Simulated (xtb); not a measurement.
C2H6AlCl, charge -1, doublet, geometry from GFN2-xTB (such geometries of metal compounds can be far from the true shape) (a state made from the parent by changing its charge; the spin is typed, not shown lowest); GFN2-xTB (xtb 6.7.1).

xtb was given this input:
```
$ xtb mol.xyz --gfn 2 --chrg -1 --uhf 1 --acc 0.0001 --json

# file mol.xyz
10

Al     0.36695933     0.42865496     0.48164830
C      1.95692773    -0.65701044    -0.32656185
H      1.69918177    -1.63745946    -0.75295763
H      2.72486752    -0.85434747     0.43432235
H      2.46903929    -0.10900111    -1.13062786
C     -0.55205430    -0.90172387     1.80277609
H     -0.81963055    -1.88313168     1.38472315
H     -1.48285509    -0.49444891     2.22328960
H      0.09686377    -1.11066967     2.66467236
Cl    -1.05218698     0.58052645    -1.17306678
```

What the program printed (banner, timings and long lists left out):

```
   ID    Z sym.   atoms
    1   13 Al     1
    2    6 C      2, 6
    3    1 H      3-5, 7-9
    4   17 Cl     10

           -------------------------------------------------
          |                Calculation Setup                |
           -------------------------------------------------

           -------------------------------------------------
          |                 G F N 2 - x T B                 |
           -------------------------------------------------

          ...................................................
          :                      SETUP                      :
          :.................................................:
          :  # basis functions                  34          :
          :  # atomic orbitals                  32          :
          :  # shells                           16          :
          :  # electrons                        25          :
          :  max. iterations                   250          :
          :  Hamiltonian                  GFN2-xTB          :
          :  restarted?                      false          :
          :  GBSA solvation                  false          :
          :  PC potential                    false          :
          :  electronic temp.          300.0000000     K    :
          :  accuracy                    0.0001000          :
          :  -> integral cutoff          0.6500000E+02      :
          :  -> integral neglect         0.1000000E-11      :
          :  -> SCF convergence          0.1000000E-09 Eh   :
          :  -> wf. convergence          0.1000000E-07 e    :
          :  Broyden damping             0.4000000          :
          :  net charge                         -1          :
          :  unpaired electrons                  1          :
          ...................................................

 iter      E             dE          RMSdq      gap      omega  full diag
   1    -13.1800483 -0.131800E+02  0.775E+00    2.90       0.0  T
   2    -13.2239745 -0.439262E-01  0.510E+00    2.96       1.0  T
   3    -13.2506438 -0.266693E-01  0.262E+00    3.15       1.0  T
   4    -13.2538086 -0.316481E-02  0.916E-01    3.49       1.0  T
   5    -13.2539891 -0.180505E-03  0.631E-01    3.44       1.0  T
   6    -13.2543406 -0.351489E-03  0.197E-01    3.41       1.0  T
   7    -13.2544475 -0.106853E-03  0.128E-01    3.41       1.0  T
   8    -13.2544689 -0.214595E-04  0.929E-02    3.42       1.0  T
   9    -13.2544933 -0.243730E-04  0.319E-02    3.42       1.0  T
  10    -13.2544964 -0.308022E-05  0.807E-03    3.42       3.9  T
  11    -13.2544969 -0.458441E-06  0.325E-03    3.42       9.7  T
  12    -13.2544969 -0.247522E-07  0.208E-03    3.42      15.2  T
  13    -13.2544969 -0.209182E-07  0.465E-04    3.42      68.0  T
  14    -13.2544969 -0.380197E-09  0.308E-04    3.42     102.5  T
  15    -13.2544969  0.405118E-09  0.303E-04    3.42     104.5  T
  16    -13.2544969 -0.620824E-09  0.471E-05    3.42     671.0  T
  17    -13.2544969 -0.851941E-11  0.294E-05    3.42    1074.3  T
  18    -13.2544969 -0.449241E-11  0.112E-05    3.42    2811.2  T
  19    -13.2544969 -0.561329E-12  0.243E-06    3.42   13034.1  T
  20    -13.2544969 -0.532907E-14  0.410E-07    3.42   77039.2  T
  21    -13.2544969 -0.532907E-14  0.101E-07    3.42  100000.0  T
  22    -13.2544969  0.000000E+00  0.296E-08    3.42  100000.0  T
  23    -13.2544969  0.177636E-13  0.629E-09    3.42  100000.0  T

   *** convergence criteria satisfied after 23 iterations ***

         :::::::::::::::::::::::::::::::::::::::::::::::::::::
         ::                     SUMMARY                     ::
         :::::::::::::::::::::::::::::::::::::::::::::::::::::
         :: total energy             -13.145451417410 Eh    ::
         :: gradient norm              0.000033284146 Eh/a0 ::
         :: HOMO-LUMO gap              3.422137217242 eV    ::
         ::.................................................::
         :: SCC energy               -13.254487111957 Eh    ::
         :: -> isotropic ES            0.132630301251 Eh    ::
         :: -> anisotropic ES          0.007361464093 Eh    ::
         :: -> anisotropic XC          0.001742258842 Eh    ::
         :: -> dispersion             -0.005780507550 Eh    ::
         :: repulsion energy           0.109035694546 Eh    ::
         :: add. restraining           0.000000000000 Eh    ::
         :: total charge              -1.000000000000 e     ::
         :::::::::::::::::::::::::::::::::::::::::::::::::::::

           -------------------------------------------------
          |                Property Printout                |
           -------------------------------------------------

    * Orbital Energies and Occupations

         #    Occupation            Energy/Eh            Energy/eV
      -------------------------------------------------------------
         1        2.0000           -0.8488990             -23.0997
         2        2.0000           -0.3861015             -10.5064
         3        2.0000           -0.3848228             -10.4716
         4        2.0000           -0.2823059              -7.6819
         5        2.0000           -0.2799430              -7.6176
         6        2.0000           -0.2786902              -7.5835
         7        2.0000           -0.2751530              -7.4873
         8        2.0000           -0.2691198              -7.3231
         9        2.0000           -0.2322819              -6.3207
        10        2.0000           -0.2309522              -6.2845
        11        2.0000           -0.2090459              -5.6884
        12        2.0000           -0.1757315              -4.7819
        13        1.0000           -0.0574880              -1.5643 (HOMO)
        14                          0.0682732               1.8578 (LUMO)
        15                          0.0787995               2.1442
        16                          0.1372250               3.7341
        17                          0.1948634               5.3025
        18                          0.1983804               5.3982
        19                          0.2335829               6.3561
        20                          0.2460590               6.6956
        21                          0.2486369               6.7658
        22                          0.2755495               7.4981
        23                          0.2832658               7.7081
        24                          0.2983674               8.1190
       ...                                ...                  ...
        32                          0.9934674              27.0336
      -------------------------------------------------------------
                  HL-Gap            0.1257612 Eh            3.4221 eV
             Fermi-level           -0.0556086 Eh           -1.5132 eV

     #   Z          covCN         q      C6AA      α(0)
     1  13 Al       2.397     0.089   106.918    21.586
     2   6 C        3.586    -0.185    24.906     7.237
     3   1 H        0.923    -0.025     3.536     2.941
     4   1 H        0.923    -0.051     4.120     3.174
     5   1 H        0.923    -0.042     3.896     3.087
     6   6 C        3.586    -0.185    24.906     7.237
     7   1 H        0.923    -0.025     3.536     2.941
     8   1 H        0.923    -0.042     3.896     3.087
     9   1 H        0.923    -0.051     4.120     3.174
    10  17 Cl       0.764    -0.484   114.969    16.402

 Mol. C6AA /au·bohr⁶  :       1793.846679
 Mol. C8AA /au·bohr⁸  :      68343.847390
 Mol. α(0) /au        :         70.865363

Wiberg/Mayer (AO) data.
largest (>0.10) Wiberg bond orders for each atom

 ---------------------------------------------------------------------------
     #   Z sym  total        # sym  WBO       # sym  WBO       # sym  WBO
 ---------------------------------------------------------------------------
     1  13 Al   2.896 --    10 Cl   0.903     6 C    0.878     2 C    0.878
     2   6 C    3.808 --     4 H    0.962     5 H    0.957     3 H    0.949
                             1 Al   0.878
     3   1 H    0.999 --     2 C    0.949
     4   1 H    0.997 --     2 C    0.962
     5   1 H    0.998 --     2 C    0.957
     6   6 C    3.808 --     9 H    0.962     8 H    0.957     7 H    0.949
                             1 Al   0.878
     7   1 H    0.999 --     6 C    0.949
     8   1 H    0.998 --     6 C    0.957
     9   1 H    0.997 --     6 C    0.962
    10  17 Cl   0.950 --     1 Al   0.903
 ---------------------------------------------------------------------------

Topologies differ in total number of bonds
Writing topology from bond orders to xtbtopo.mol

molecular dipole:
                 x           y           z       tot (Debye)
 q only:        0.142       0.491       0.223
   full:        0.370      -0.194       0.414       1.495
molecular quadrupole (traceless):
                xx          xy          yy          xz          yz          zz
 q only:       -2.860       3.169       4.952      -0.206       4.576      -2.093
  q+dip:       -2.046       2.938       4.483      -3.395       3.848      -2.437
   full:       -1.468       2.571       3.264      -2.892       3.262      -1.796

           -------------------------------------------------
          | TOTAL ENERGY              -13.145451417410 Eh   |
          | GRADIENT NORM               0.000033284146 Eh/α |
          | HOMO-LUMO GAP               3.422137217242 eV   |
           -------------------------------------------------

normal termination of xtb
```
